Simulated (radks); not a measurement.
Excited configurations of Li: one electron is placed in a higher orbital outside [He]. The ground configuration is [He] 2s1. Calculated with a radial shooting solver on a logarithmic mesh with Libxc functionals: non-relativistic Kohn-Sham, PBE, spin-unpolarised, spherical densities, point nucleus; without spin polarisation the odd electron is poorly described. Excitation = E - E(ground); binding = E(ion) - E, where the ion is the core of charge +1; n* = 1/sqrt(2 binding) in atomic units, and the quantum defect is n - n*.

outer orbital  excitation (eV)  binding (eV)  quantum defect  eigenvalue (eV)  <r> (bohr)
3p                       3.537         1.759           0.219           -0.984       11.12
3d                       3.765         1.531           0.019           -0.721       10.55
5p                       4.620         0.676           0.514           -0.438       31.96
6s                       4.771         0.525           0.907           -0.353       42.92
7s                       4.912         0.384           1.047           -0.264       59.33

The Delta-SCF ionisation energy is 5.296 eV (NIST Atomic Spectra Database: 5.392 eV, measured). Self-interaction in the functional shifts the binding energies and quantum defects, so they are the method's values and not measured ones. Spin polarisation and multiplet splitting are left out, so open shells lie too high by an amount that depends on their filling.
